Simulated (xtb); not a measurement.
glyoxal (C2H2O2), singlet, from a rough starting geometry; GFN2-xTB (xtb).

The xtb input:
```
$ xtb mol.xyz --gfn 2 --opt vtight --json

# file mol.xyz
6

C      0.04006358     0.76532346     0.03034048
C      0.01374542    -0.80344033     0.00928800
O      1.05417477     1.37209170     0.02728982
H     -1.01868194     1.22761030     0.00829649
O     -1.07730004    -1.39112833    -0.03501700
H      0.99736600    -1.23208941     0.02300636
```

Output, abridged:

```
   ID    Z sym.   atoms
    1    6 C      1, 2
    2    8 O      3, 5
    3    1 H      4, 6

           -------------------------------------------------
          |                Calculation Setup                |
           -------------------------------------------------

           -------------------------------------------------
          |                 G F N 2 - x T B                 |
           -------------------------------------------------

          ...................................................
          :                      SETUP                      :
          :.................................................:
          :  # basis functions                  18          :
          :  # atomic orbitals                  18          :
          :  # shells                           10          :
          :  # electrons                        22          :
          :  max. iterations                   250          :
          :  Hamiltonian                  GFN2-xTB          :
          :  restarted?                      false          :
          :  GBSA solvation                  false          :
          :  PC potential                    false          :
          :  electronic temp.          300.0000000     K    :
          :  accuracy                    1.0000000          :
          :  -> integral cutoff          0.2500000E+02      :
          :  -> integral neglect         0.1000000E-07      :
          :  -> SCF convergence          0.1000000E-05 Eh   :
          :  -> wf. convergence          0.1000000E-03 e    :
          :  Broyden damping             0.4000000          :
          :  net charge                          0          :
          :  unpaired electrons                  0          :
          ...................................................

 iter      E             dE          RMSdq      gap      omega  full diag
   1    -13.4419265 -0.134419E+02  0.733E+00    2.09       0.0  T
   2    -13.4584910 -0.165645E-01  0.374E+00    1.77       1.0  T
   3    -13.4542097  0.428127E-02  0.256E+00    1.95       1.0  T
   4    -13.4645144 -0.103047E-01  0.169E-01    1.80       1.0  T
   5    -13.4645914 -0.769437E-04  0.848E-02    1.81       1.0  T
   6    -13.4646019 -0.105270E-04  0.384E-02    1.82       1.1  T
   7    -13.4646045 -0.265867E-05  0.124E-02    1.82       3.3  T
   8    -13.4646050 -0.455315E-06  0.338E-03    1.82      12.1  T
   9    -13.4646050 -0.424678E-07  0.138E-03    1.82      29.7  T
[...]
         :: total energy             -13.351091881391 Eh    ::
 * total energy  :   -13.3510919 Eh     change       -0.1421085E-13 Eh
 * total energy  :   -13.3567140 Eh     change       -0.5622162E-02 Eh
 * total energy  :   -13.3548137 Eh     change        0.1900334E-02 Eh
 * total energy  :   -13.3574655 Eh     change       -0.2651821E-02 Eh
 * total energy  :   -13.3573204 Eh     change        0.1451039E-03 Eh
 * total energy  :   -13.3576015 Eh     change       -0.2810242E-03 Eh
 * total energy  :   -13.3576047 Eh     change       -0.3285350E-05 Eh
 * total energy  :   -13.3576052 Eh     change       -0.4844261E-06 Eh
 * total energy  :   -13.3576053 Eh     change       -0.6556402E-07 Eh
   *** GEOMETRY OPTIMIZATION CONVERGED AFTER 9 ITERATIONS ***
         :: total energy             -13.357605285645 Eh    ::
[...]
      -------------------------------------------------------------
                  HL-Gap            0.0669657 Eh            1.8222 eV
             Fermi-level           -0.3924987 Eh          -10.6804 eV

     #   Z          covCN         q      C6AA      α(0)
     1   6 C        2.754     0.192    23.885     8.003
     2   6 C        2.754     0.193    23.885     8.003
     3   8 O        0.856    -0.257    19.022     5.848
     4   1 H        0.923     0.064     2.148     2.292
     5   8 O        0.856    -0.257    19.022     5.847
     6   1 H        0.923     0.064     2.148     2.292

 Mol. C6AA /au·bohr⁶  :        455.574981
 Mol. C8AA /au·bohr⁸  :      10313.825450
 Mol. α(0) /au        :         32.285061

Wiberg/Mayer (AO) data.
largest (>0.10) Wiberg bond orders for each atom

 ---------------------------------------------------------------------------
     #   Z sym  total        # sym  WBO       # sym  WBO       # sym  WBO
 ---------------------------------------------------------------------------
     1   6 C    3.904 --     3 O    1.966     2 C    0.950     4 H    0.928
     2   6 C    3.904 --     5 O    1.966     1 C    0.950     6 H    0.928
     3   8 O    2.129 --     1 C    1.966
     4   1 H    0.996 --     1 C    0.928
     5   8 O    2.129 --     2 C    1.966
     6   1 H    0.996 --     2 C    0.928
 ---------------------------------------------------------------------------

Topologies differ in total number of bonds
Writing topology from bond orders to xtbtopo.mol

molecular dipole:
                 x           y           z       tot (Debye)
 q only:       -0.000       0.000       0.000
   full:       -0.000       0.000       0.000       0.001
molecular quadrupole (traceless):
                xx          xy          yy          xz          yz          zz
 q only:       -0.522      -4.763      -1.265      -0.086      -0.114       1.787
  q+dip:       -0.477      -7.199      -1.606      -0.113      -0.163       2.084
   full:       -1.659      -6.975      -2.426      -0.168      -0.186       4.085

optimized geometry written to: xtbopt.xyz

           -------------------------------------------------
          | TOTAL ENERGY              -13.357605285645 Eh   |
          | GRADIENT NORM               0.000028352164 Eh/α |
          | HOMO-LUMO GAP               1.822229209899 eV   |
           -------------------------------------------------

normal termination of xtb
```
